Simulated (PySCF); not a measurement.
## Stretching GeCl

Set-up: basis Ge pcseg-1, Cl pcseg-1; no relativity; PySCF 2.14. Energies in eV from Ge + Cl in their ground configurations at the same level. State: ²Π (doublet), unpaired electrons π ↑.

```tsv
R (Å)	TPSS	UHF-CCSD	UHF-CCSD(T)
1.895	-2.970		
1.984	-3.568	-2.894	-2.985
2.072	-3.901	-3.229	-3.323
2.138	-4.025	-3.351	-3.449
2.204	-4.071	-3.393	-3.493
2.270	-4.058	-3.375	-3.478
2.358	-3.973	-3.282	-3.388
2.469	-3.793	-3.092	-3.202
2.601	-3.517	-2.802	-2.917
2.777	-3.105
```

Put a parabola through the three lowest points of the TPSS curve and estimate Re, k and ωe (reduced mass 23.74 u; 1 eV/Å² = 0.16022 mdyn/Å; ωe = 1302.8·√(k/μ) cm⁻¹).

Through R = 2.138, 2.204, 2.27 Å the second-order coefficient is 6.77 eV/Å², so Re ≈ 2.222 Å, k ≈ 2.17 mdyn/Å and ωe ≈ 394 cm⁻¹. A polynomial fit of higher order to the unrounded TPSS energies gives Re = 2.220 Å, k = 2.03 mdyn/Å, ωe = 381 cm⁻¹; anharmonicity and rounding make the difference.

The higher-order fit for each curve: TPSS: Re = 2.220 Å, ωe = 381 cm⁻¹, De = 4.07 eV; UHF-CCSD: Re = 2.214 Å, ωe = 389 cm⁻¹, De = 3.39 eV; UHF-CCSD(T): Re = 2.217 Å, ωe = 386 cm⁻¹, De = 3.49 eV.

Correlated steps freeze 14 core orbitals. Correlated levels converge slowly with the basis: in double zeta they bind strong bonds too weakly, by up to about 1 eV, and carry superposition errors of some tenths. Spin–orbit coupling is left out. The state is the lowest determinant that a PBE0 search found; another state may lie lower at other levels.
